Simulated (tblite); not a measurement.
Compound: C7H8F (doublet state).
Geometry (GFN2-xTB, Å), atoms numbered from 1 in this order:
```xyz
16
C7H8F angstrom
F     -1.2641   -2.5276    0.4397
C     -0.6405   -1.2934    0.4203
C     -1.2841   -0.3575   -0.5269
C     -1.1698    1.0882   -0.2574
C      0.1618    1.5687    0.2529
C      1.3381    0.9370    0.2665
C      1.6281   -0.4274   -0.1195
C      0.7718   -1.4491   -0.0666
H     -0.6671   -0.9067    1.4493
H     -1.5820   -0.7313   -1.4889
H     -1.9159    1.3910    0.4969
H     -1.4093    1.6542   -1.1631
H      0.1388    2.6006    0.5817
H      2.2070    1.5083    0.5727
H      2.6424   -0.6123   -0.4472
H      1.0374   -2.4336   -0.4218
```

All values are computed: GFN2-xTB (tblite) harmonic vibrations without scaling, gas phase. This tight-binding method is rough: wavenumbers can miss measured ones by several per cent, in bad cases by 10 to 20. One conformer, not necessarily the lowest. Open shells enter through the occupations alone, without spin polarisation, and single modes of such species can be off by tens of per cent.

Harmonic wavenumbers (cm⁻¹): 79.2, 170.1, 242.2, 269.4, 318.9, 378.1, 421.8, 449.2, 501.9, 622.1, 703.2, 806.0, 815.6, 884.0, 895.6, 905.5, 928.4, 986.9, 1016.2, 1036.6, 1074.7, 1140.1, 1167.6, 1192.5, 1205.0, 1231.9, 1251.1, 1298.0, 1311.5, 1344.8, 1381.7, 1431.1, 1637.7, 1678.8, 2808.8, 2865.7, 2946.2, 3031.3, 3047.6, 3060.9, 3085.4, 3137.5.

A = 3443, B = 1879, C = 1324 MHz; mass 111.061 u (most abundant isotopes); point group C1, symmetry number 1; spin multiplicity 2.

Q: What is the zero-point energy?

A: ½Σν̃ = 27380 cm⁻¹ = 327.54 kJ/mol.

Q: Give the ideal-gas entropy at 298.15 K and 1 bar in the rigid-rotor, harmonic-oscillator model (classical rotation).

A: Translation 167.60, rotation 117.23, vibration 70.33, spin (R ln 2) 5.76: S = 360.9 J/(mol K).

Q: And Cp and H(298.15 K) − H(0)?

A: Cp = 129.25 J/(mol K), of which vibrations give 95.99 (their classical limit is 42 R = 349.2); H(298.15 K) − H(0) = 22.40 kJ/mol without the zero-point energy, 12.49 from vibrations.

Q: How do the functions run with temperature in this model?

A: 
```csv
T (K),S (J/(mol K)),Cp (J/(mol K)),H − H(0) (kJ/mol),G − H(0) (kJ/mol),ln q(vib)
50,234.7,41.0,1.79,-9.95,0.12
100,267.6,56.5,4.21,-22.56,0.55
373.15,393.1,158.0,33.19,-113.49,4.73
500,445.3,199.7,55.98,-166.69,7.08
750,537.9,255.8,113.51,-289.90,11.85
1000,616.7,291.0,182.18,-434.48,16.47
```

q(vib) and H(0) count from the zero-point level.

Q: Blend soft modes into free rotors: weight 1/[1 + (100 cm⁻¹/ν̃)⁴] for the oscillator and the rest for a rotor with moment μB/(μ + B), μ = h/(8π²ν), B = 10⁻⁴⁴ kg m². What vibrational entropy results?

A: 67.90 J/(mol K) in place of 70.33, which changes −T·S at 298.15 K by +0.72 kJ/mol.

Q: What must be added to the electronic energy to get the Gibbs energy at 298.15 K and 1 bar?

A: ZPE + [H(298.15 K) − H(0)] − T·S = 327.54 + 22.40 − 107.61 = 242.33 kJ/mol.

Hindered rotation and anharmonicity are outside this model. Other conformers, if any are populated, would add a mixing term that is left out. The structure is chiral; the term R ln 2 for an equal mix with its mirror image is left out.

Time: 0.49 s of wall time. Hardware: one thread, Arm Neoverse V1 (aarch64), no GPU (shared host). This covers the Hessian and the dipole derivatives.
